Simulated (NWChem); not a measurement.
BeGeH4Se; SMILES [GeH3][Be][SeH]

```xyz
7

Be    -0.0063     0.0983    -0.0003
Se    -0.0298     2.1392     0.0000
H      1.4450     2.1464     0.0001
Ge    -0.0110    -2.1001     0.0000
H      0.6574    -2.6990    -1.2568
H      0.7312    -2.6980     1.2152
H     -1.4443    -2.6752     0.0432
```
Atoms are numbered in this order, from 1.

All runs: NWChem. Coordinates come from a PBE0/def2-SVP optimisation.

Problem. Taking Hartree-Fock/def2-TZVPP as the yardstick, which of these has the fewest basis functions while keeping “dipole (D)” within 0.05 D of it: Hartree-Fock/def2-SVP; Hartree-Fock/def2-SVPD; Hartree-Fock/def2-TZVP?

Solution. Hartree-Fock/def2-SVPD.
```json
[
 {"level": "Hartree-Fock/def2-SVP", "basis functions": "93", "dipole (D)": "0.73"},
 {"level": "Hartree-Fock/def2-SVPD", "basis functions": "123", "dipole (D)": "0.58"},
 {"level": "Hartree-Fock/def2-TZVP", "basis functions": "139", "dipole (D)": "0.60"},
 {"level": "Hartree-Fock/def2-TZVPP", "basis functions": "171", "dipole (D)": "0.59"}
]
```

The yardstick is one finite set, not the basis-set limit.
